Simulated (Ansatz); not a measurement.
HISn (SMILES [SnH][I]) moved off its minimum; all values from Ansatz (an electronic-structure program), cores frozen in correlated methods. Elements past Kr take the def2 small-core potentials, without spin–orbit coupling.
(charge 0, multiplicity 1)
```xyz
3

Sn     0.5439     0.9072     0.9336
H      0.8311     2.2095    -0.1981
I     -0.5327    -0.8961    -0.8961
```

Forces at B3LYP/def2-TZVPP (eV/Å):

| atom | Fx | Fy | Fz |
|---|---|---|---|
| Sn1 | -0.104 | -0.416 | 0.299 |
| H2 | 0.018 | 0.232 | -0.367 |
| I3 | 0.086 | 0.185 | 0.068 |

Question: Give the forces (eV/Å), the total energy and the dipole at CCSD(T)/def2-TZVPPD.

Answer: 
```tsv
atom	Fx	Fy	Fz
Sn1	-0.123	-0.452	0.275
H2	0.015	0.227	-0.375
I3	0.108	0.224	0.100
```
Energy -510.8956 hartree, dipole 2.50 D.
